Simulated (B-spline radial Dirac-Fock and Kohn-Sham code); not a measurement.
**Compton profile of Yb²²⁺**

System: the Yb²²⁺ ion in the configuration [Kr] 4d10 4f2.

Input file task.json (cfg lists n, l and occupation; rrms is the nuclear radius in fm):

```json
{"items": [{
  "Z": 70,
  "q": 22,
  "cfg": [[1, 0, 2], [2, 0, 2], [2, 1, 6], [3, 0, 2], [3, 1, 6], [3, 2, 10], [4, 0, 2], [4, 1, 6], [4, 2, 10], [4, 3, 2]],
  "A": 174,
  "rrms": 5.3108,
  "do": ["scatter"],
  "s": [0.0, 0.05, 0.07, 0.08, 0.1, 0.13, 0.17, 0.21, 0.26, 0.33, 0.42, 0.53, 0.66, 0.84, 1.05, 1.33, 1.67, 2.11, 2.65, 3.34, 4.21, 5.31, 6.69],
  "pz": [0, 0.1, 0.14, 0.18, 0.25, 0.34, 0.46, 0.62, 0.84, 1.1, 1.5, 2.1, 2.8, 3.8, 5.2, 7.0, 9.5, 13.0, 17.0, 24.0, 32.0],
  "hv_scatter": [2000, 5000, 8047.8, 10000, 30000, 50000, 500000, 1000000]
}]}
```

Run with: `python xray_run.py task.json out`

These are calculated numbers from a radial finite-basis atomic code; the model is the impulse approximation on Dirac-Fock orbitals of the configuration average with a finite nucleus. pz is in atomic units of momentum; subshell profiles are per electron, for a selection of subshells; open shells are spread over both j values by their weights.

| pz | J total | J 2s1/2 | J 3p3/2 | J 4d3/2 | J 4f7/2 |
| --- | --- | --- | --- | --- | --- |
| 0 | 3.029 | 0.0388 | 0.0533 | 0.0837 | 0.0672 |
| 0.34 | 3.022 | 0.0387 | 0.0533 | 0.0837 | 0.0672 |
| 0.46 | 3.016 | 0.0387 | 0.0533 | 0.0837 | 0.0672 |
| 0.62 | 3.006 | 0.0387 | 0.0533 | 0.0837 | 0.0672 |
| 0.84 | 2.988 | 0.0386 | 0.0533 | 0.0837 | 0.0672 |
| 1.1 | 2.958 | 0.0385 | 0.0533 | 0.0837 | 0.0672 |
| 1.5 | 2.896 | 0.0382 | 0.0532 | 0.0835 | 0.0672 |
| 2.1 | 2.763 | 0.0377 | 0.0529 | 0.0826 | 0.0671 |
| 2.8 | 2.550 | 0.0369 | 0.0522 | 0.0794 | 0.0665 |
| 3.8 | 2.162 | 0.0355 | 0.0501 | 0.0684 | 0.0631 |
| 5.2 | 1.599 | 0.0328 | 0.0446 | 0.0439 | 0.0518 |
| 7 | 1.084 | 0.0287 | 0.0340 | 0.0173 | 0.0325 |
| 9.5 | 0.7188 | 0.0225 | 0.0187 | 0.00441 | 0.0135 |
| 13 | 0.4513 | 0.0143 | 0.00608 | 0.00320 | 0.00347 |
| 17 | 0.2732 | 0.00754 | 0.00237 | 0.00243 | 0.000751 |
| 24 | 0.1256 | 0.00215 | 0.00205 | 0.000785 | 6.67e-05 |
| 32 | 0.05986 | 0.000996 | 0.00129 | 0.000180 | 6.33e-06 |

J(0) = 3.029. The 4d5/2 subshell gives the largest part, 17 %.

Mean momentum ⟨p⟩ by subshell (a.u.): 1s1/2 71.0, 2s1/2 25.3, 2p1/2 33.5, 2p3/2 30.1, 3s1/2 12.8, 3p1/2 15.3, 3p3/2 14.3, 3d3/2 17.2, 3d5/2 16.8, 4s1/2 6.94, 4p1/2 7.79, 4p3/2 7.42, 4d3/2 8.25, 4d5/2 8.12, 4f5/2 8.73, 4f7/2 8.67.
